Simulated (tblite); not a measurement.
Species: C₅H₁₃NO₂Si.
SMILES with atom numbers: `[CH3:1][NH:2][C:3](=[O:4])[C@@H:5]([CH3:6])[O:7][CH2:8][SiH3:9]` (hydrogens: H10, H11, H12 on C1; H13 on N2; H14 on C5; H15, H16, H17 on C6; H18, H19 on C8; H20, H21, H22 on Si9)

Computed with GFN2-xTB (tblite), gas phase: L-BFGS steps from a force-field or distance-geometry start until the largest atomic force falls under 0.01 eV/Å.

The end geometry, which sets the zero of energy:
```
atom  x, y, z in Å
C1     -2.1804    1.7086   -1.0672
N2     -1.2627    0.6727   -0.6703
C3     -1.4575   -0.1191    0.3995
O4     -2.4295   -0.0687    1.1244
C5     -0.3298   -1.1437    0.5941
C6     -0.6680   -2.4059   -0.1961
O7      0.9149   -0.6495    0.1347
C8      1.5213    0.2910    1.0039
Si9     3.0911    0.8551    0.0851
H10    -1.7092    2.6923   -1.0053
H11    -3.0279    1.6697   -0.3838
H12    -2.5296    1.5433   -2.0882
H13    -0.4015    0.5561   -1.1849
H14    -0.2704   -1.3818    1.6669
H15    -1.6339   -2.7878    0.1214
H16    -0.7015   -2.1782   -1.2587
H17     0.0945   -3.1616   -0.0266
H18     1.7447   -0.1817    1.9695
H19     0.8350    1.1223    1.2117
H20     3.9076   -0.3203   -0.2011
H21     3.8080    1.8089    0.9330
H22     2.6743    1.4979   -1.1629
```

**Question.** These geometries come from the run, each turned onto the end geometry. Order them by energy, lowest first.
A.
```
atom  x, y, z in Å
C1     -2.2441    1.6551   -1.0936
N2     -1.2796    0.6602   -0.7002
C3     -1.4242   -0.0716    0.4204
O4     -2.3632    0.0200    1.1836
C5     -0.3102   -1.1079    0.6017
C6     -0.6841   -2.3598   -0.1871
O7      0.9320   -0.6259    0.1283
C8      1.5537    0.2939    1.0093
Si9     3.1346    0.8237    0.0905
H10    -1.9686    2.6512   -0.7357
H11    -3.1978    1.3747   -0.6473
H12    -2.3433    1.6783   -2.1778
H13    -0.4108    0.5756   -1.2092
H14    -0.2369   -1.3417    1.6740
H15    -1.6351   -2.7401    0.1708
H16    -0.7700   -2.1235   -1.2444
H17     0.0794   -3.1230   -0.0649
H18     1.7679   -0.1974    1.9679
H19     0.8783    1.1317    1.2280
H20     3.8876   -0.3958   -0.1898
H21     3.9084    1.7510    0.9184
H22     2.7155    1.4911   -1.1438
```
B.
```
atom  x, y, z in Å
C1     -2.3225    1.6519   -1.1111
N2     -1.3896    0.6331   -0.7757
C3     -1.4286   -0.0492    0.4389
O4     -2.2924    0.1642    1.2852
C5     -0.3399   -1.1137    0.6010
C6     -0.7821   -2.3838   -0.1244
O7      0.9064   -0.6980    0.0097
C8      1.6418    0.2063    0.8698
Si9     3.2415    0.8855    0.1627
H10    -2.0613    2.5722   -0.5805
H11    -3.3423    1.3511   -0.8157
H12    -2.2954    1.8156   -2.1876
H13    -0.6025    0.4343   -1.3663
H14    -0.1996   -1.3257    1.6582
H15    -1.7397   -2.7366    0.2634
H16    -0.8826   -2.2157   -1.1879
H17    -0.0260   -3.1676    0.0094
H18     1.8744   -0.3311    1.7959
H19     0.9912    1.0551    1.1228
H20     4.2067   -0.2012   -0.1295
H21     3.8631    1.8178    1.1469
H22     2.9689    1.6547   -1.0861
```
C.
```
atom  x, y, z in Å
C1     -2.2045    1.7075   -1.0671
N2     -1.2646    0.7023   -0.6442
C3     -1.4763   -0.1266    0.3933
O4     -2.4741   -0.1263    1.0841
C5     -0.3296   -1.1297    0.5930
C6     -0.6635   -2.4041   -0.1813
O7      0.9068   -0.6247    0.1217
C8      1.5294    0.3043    0.9923
Si9     3.1127    0.8357    0.0752
H10    -1.7994    2.7114   -0.9177
H11    -3.1051    1.5915   -0.4648
H12    -2.4524    1.5767   -2.1221
H13    -0.3794    0.6217   -1.1247
H14    -0.2591   -1.3563    1.6675
H15    -1.6244   -2.7864    0.1518
H16    -0.7090   -2.1899   -1.2467
H17     0.1039   -3.1546   -0.0104
H18     1.7471   -0.1755    1.9554
H19     0.8581    1.1461    1.2066
H20     3.8932   -0.3634   -0.2137
H21     3.8580    1.7663    0.9247
H22     2.7217    1.4934   -1.1736
```
D.
```
atom  x, y, z in Å
C1     -2.2125    1.6882   -1.0772
N2     -1.2748    0.6835   -0.6477
C3     -1.4740   -0.1161    0.4156
O4     -2.4644   -0.0972    1.1163
C5     -0.3315   -1.1222    0.6118
C6     -0.6654   -2.3807   -0.1847
O7      0.9028   -0.6199    0.1335
C8      1.5359    0.3071    0.9967
Si9     3.1185    0.8202    0.0684
H10    -1.8438    2.6954   -0.8621
H11    -3.1413    1.5247   -0.5311
H12    -2.3953    1.5976   -2.1494
H13    -0.3871    0.6057   -1.1241
H14    -0.2561   -1.3615    1.6828
H15    -1.6234   -2.7771    0.1378
H16    -0.7137   -2.1366   -1.2429
H17     0.1118   -3.1243   -0.0342
H18     1.7513   -0.1749    1.9585
H19     0.8745    1.1577    1.2101
H20     3.8961   -0.3807   -0.2229
H21     3.8692    1.7467    0.9165
H22     2.7127    1.4840   -1.1725
```
E.
```
atom  x, y, z in Å
C1     -2.3117    1.6492   -1.1055
N2     -1.3794    0.6012   -0.7616
C3     -1.4228   -0.0450    0.4189
O4     -2.2659    0.1345    1.2737
C5     -0.3130   -1.0981    0.5650
C6     -0.7599   -2.3771   -0.1384
O7      0.9210   -0.6540    0.0222
C8      1.6104    0.2159    0.9002
Si9     3.2301    0.8626    0.1179
H10    -2.0694    2.5883   -0.5963
H11    -3.3099    1.3410   -0.7887
H12    -2.2893    1.8072   -2.1819
H13    -0.5740    0.4307   -1.3468
H14    -0.1986   -1.2998    1.6411
H15    -1.7106   -2.6959    0.2805
H16    -0.8790   -2.2008   -1.2040
H17    -0.0256   -3.1637    0.0125
H18     1.8387   -0.3135    1.8371
H19     0.9636    1.0613    1.1744
H20     4.1804   -0.2206   -0.1459
H21     3.8024    1.7654    1.1255
H22     2.9521    1.6307   -1.1008
```

**Answer.** C (0.003 eV), D (0.006 eV), A (0.023 eV), E (0.080 eV), B (0.252 eV).

In the order of the answer:

| step | E above end (eV) | largest force (eV/Å) | rms force component (eV/Å) | rms distance from end (Å) | rms bond change (Å) | bond most changed (Å) |
| --- | --- | --- | --- | --- | --- | --- |
| 68 | 0.003 | 0.03 | 0.008 | 0.059 | 0.000 | C5–C6 +0.001 |
| 57 | 0.006 | 0.05 | 0.014 | 0.085 | 0.001 | C1–H10 +0.001 |
| 30 | 0.023 | 0.06 | 0.024 | 0.146 | 0.001 | C3–C5 -0.004 |
| 10 | 0.080 | 0.14 | 0.041 | 0.259 | 0.003 | C8–Si9 +0.007 |
| 0 | 0.252 | 2.55 | 0.503 | 0.276 | 0.019 | N2–C3 +0.049 |

The cost below is that of the whole relaxation. The run took 0.91 s of wall time on one thread, Arm Neoverse V1 (aarch64), no GPU (shared host).
